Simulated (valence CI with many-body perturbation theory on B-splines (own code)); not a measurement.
# Questions on Ga¹⁰⁺

Method: configuration interaction combined with many-body perturbation theory (CI+MBPT): three valence electrons over a frozen Dirac-Fock core [Ar], radial functions for each j: 7 s, 7 p, 8 d, 6 f, 4 g, 1 h, with the one-electron correlation potential Σ1 (screened to all orders), the two-electron term Σ2, the three-electron term Σ3, Breit, model QED; selected single and double excitations, second order for the rest, scaled by the run's own slope (own B-spline code, finite nucleus).

No measured spectrum was set against this ion. As an estimate, terms of the open shell hold to 2 to 4 % of their energy, and close levels can change places. Excitations out of the core, of the other parity, are not computed and may begin above about 60.9 eV (a cautious bound); beyond it only levels of the ground parity were kept, without lifetimes. Only levels of the ground parity were solved; by the run's estimate the other parity begins above the list, which can be wrong where configurations are misplaced.

Rates and lifetimes use the calculated energies. Strong lines usually hold to 10 to 20 %, long lifetimes can be off by a factor of two.

Question: What is the ground level?

Answer: 3d3 4F_3/2, composition 99 % 3d3 4F + 1 % 3d3 2D, g = 0.402.

Question: How well does LS coupling describe the low levels?

Answer: Among the lowest 20 levels the leading LS term, summed over configurations, holds 93 % on average. For single configurations the figures are 92 % in LS and 66 % in jj coupling. Terms mix most in the J = 3/2 level at 5.32 eV, where the leading one holds 53 %.

Question: What is the ionisation energy?

Answer: 280.58 eV; NIST lists 280 ± 2.4 eV (theoretical).

Question: How is the term 4F of the ground level split?

Answer: J = 3/2 at 0.00, J = 5/2 at 0.25, J = 7/2 at 0.57, J = 9/2 at 0.93 eV.
